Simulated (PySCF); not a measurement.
[5]radialene (C10H10), SMILES C=C1C(=C)C(=C)C(=C)C1=C. Heavy atoms are numbered as in [CH2:1]=[C:2]1[C:3](=[CH2:4])[C:5](=[CH2:6])[C:7](=[CH2:8])[C:9]1=[CH2:10]. Hydrogens are named by the atom that carries them.

Coordinates come from a PBE0-D3(BJ)/def2-SVP optimisation.

Computed with B3LYP/pcSseg-1 (PySCF).

GIAO shieldings, no solvent; atoms alike by connectivity are averaged. δ = σ(ref) − σ: ¹³C against TMS (σ = 181.3 ppm); ¹H against TMS (σ = 31.68 ppm), references at their B3LYP-D3(BJ)/def2-TZVP geometries, non-relativistic.

```
atoms     nucleus  count  δ (ppm)
--------  -------  -----  -------
C2            ¹³C      5        …
C1 (CH2)      ¹³C      5    110.3
H on C1        ¹H     10     6.02
```

Task: Complete the blanks. (The exact figures need the calculation; the answer reports its results.)

Result: 
- C2, δ (ppm): 153.1
